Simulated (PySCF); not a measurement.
## Working out the ionisation energy of Ru¹⁸⁺

Ru¹⁸⁺ [Ar] 3d8 (3F) → Ru¹⁹⁺ [Ar] 3d7 (4F). Calculation: PySCF 2.14, in an even-tempered Gaussian basis (17 s from 1.7 bohr⁻², ratio 2.5; 11 p from 2.2 bohr⁻², ratio 2.5; 8 d from 2.2 bohr⁻², ratio 2.5; 4 f from 11 bohr⁻², ratio 2.7; 4 g from 17 bohr⁻², ratio 2.7); the non-relativistic Hamiltonian (point nucleus). Frozen: [Ne]; the 26 highest virtual orbitals dropped. Energies in hartree (1 hartree = 27.21139 eV):

```csv
part,Ru¹⁸⁺ (lower),Ru¹⁹⁺ (upper)
UHF,-4296.578267,-4267.660583
MP2 opposite-spin,-0.440219,-0.397938
MP2 same-spin,-0.203199,-0.186537
```

Question: What does Hartree-Fock give?

Answer: (-4267.660583) − (-4296.578267) = 28.917684 hartree = 786.890 eV.

Question: What do MP2 and SCS-MP2 (6/5 opposite-spin, 1/3 same-spin) give?

Answer: The opposite-spin parts differ by 1.151 eV and the same-spin parts by 0.453 eV. MP2: 786.890 + (1.151) + (0.453) = 788.494 eV. SCS-MP2: 786.890 + 1.2 × (1.151) + (0.453)/3 = 788.422 eV.

Reference: 784 ± 3 eV (theoretical estimate listed by NIST; NIST Atomic Spectra Database, ionization energies), between the lowest levels; spin-orbit coupling is absent from the calculation.

The calculation is non-relativistic.

What remains against the reference includes basis incompleteness, the frozen core and correlation beyond second order.
